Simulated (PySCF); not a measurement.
Sr, triplet (core potentials on Sr).

The PySCF input:
```python
from pyscf import gto, scf, dft

mol = gto.Mole()
mol.atom = '''
    Sr    0.00000000    0.00000000    0.00000000
'''
mol.basis = 'def2-svp'
mol.ecp = {'Sr': 'def2-svp'}
mol.spin = 2
mol.verbose = 5
mol.build()

mf = dft.ROKS(mol)
mf.xc = 'camb3lyp'
mf.kernel()
```

Problem. What does this run give for the number of basis functions, <S^2>, total energy?

Solution. 
```json
{
 "number_of_basis_functions": "23",
 "<S^2>": "2.000",
 "total_energy": "-30.5707 Eh"
}
```

These values belong to the state on which the SCF converged, which isn't shown to be the lowest.
